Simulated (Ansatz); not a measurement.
CH₄ClMoNO₂ (`C[N]=[Mo](=[O])([OH])[Cl]`). The species carries charge 0 and has multiplicity 1. Mo takes the def2 core potential. The geometry is a stationary point of PBE0-D4/def2-TZVP. It is one conformer, not always the lowest.

```xyz
10

C     1.428    0.691    1.009
N     0.585   -0.102    0.190
Mo   -0.968   -0.533   -0.399
O    -2.073    0.561    0.224
O    -0.857   -0.428   -2.278
Cl   -1.446   -2.627    0.355
H     0.865    1.480    1.520
H     2.212    1.150    0.398
H     1.913    0.058    1.759
H    -1.660   -0.249   -2.777
```

Question: What is the dipole moment at B3LYP/def2-TZVPP? (An estimate is asked.)

Answer: The calculation gave: 1.86 D, with components (1.22, 1.31, -0.50) D in this frame, pointing from negative to positive charge.

Question: And with PBE, r2SCAN, ωB97M-V? (Best estimate.)

Answer: Computed: PBE 1.85 D, r2SCAN 1.90 D, ωB97M-V 1.90 D.

Question: Give the Mulliken charges with B3LYP, ωB97M-V, PBE in def2-TZVPP. (Estimate.)

Answer: The calculation gave: 
```tsv
atom	B3LYP	ωB97M-V	PBE
C1	-0.13	-0.19	-0.14
N2	-0.53	-0.50	-0.47
Mo3	1.46	1.37	1.29
O4	-0.51	-0.49	-0.45
O5	-0.50	-0.48	-0.45
Cl6	-0.34	-0.30	-0.32
H7	0.11	0.13	0.11
H8	0.11	0.13	0.11
H9	0.11	0.13	0.11
H10	0.20	0.20	0.21
```

B3LYP here is the variant with VWN-RPA as its local correlation; programs differ in this.
